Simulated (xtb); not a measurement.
SiH₂F₂, SMILES F[SiH2]F. All values are semi-empirical tight-binding results from xtb (GFN2-xTB unless named), good for trends rather than for accurate numbers. The structure is a stationary point at GFN2-xTB.

Optimised geometry:

Bonded distances (Å): Si1–F2 1.594, Si1–F3 1.594, Si1–H4 1.443, Si1–H5 1.443. Angles (°): F2–Si1–F3 102.9, F2–Si1–H4 107.9, F2–Si1–H5 107.9, F3–Si1–H4 107.9, F3–Si1–H5 107.9, H4–Si1–H5 120.7.
Charge 0, spin multiplicity 1.

The point group as xtb finds it is C2v and the orbital gap is 6.76 eV. The dipole moment is 2.30 D. The zero-point energy is 13.5 kcal/mol. The G − E(el) at 298.15 K (modified RRHO) is -2.5 kcal/mol and the static polarisability (D4 model) comes out as 37.4 bohr³. The solvation energy, GFN2-xTB/ALPB(water) is 1.0 kcal/mol. The solvation energy, GFN2-xTB/ALPB(toluene) comes out as -0.1 kcal/mol.

Computed atomic charges and the Wiberg bond orders between heavy atoms:
charges (e) Si1 0.60, F2 -0.26, F3 -0.26, H4 -0.05, H5 -0.05. Bond orders Si1–F2 1.12, Si1–F3 1.12.
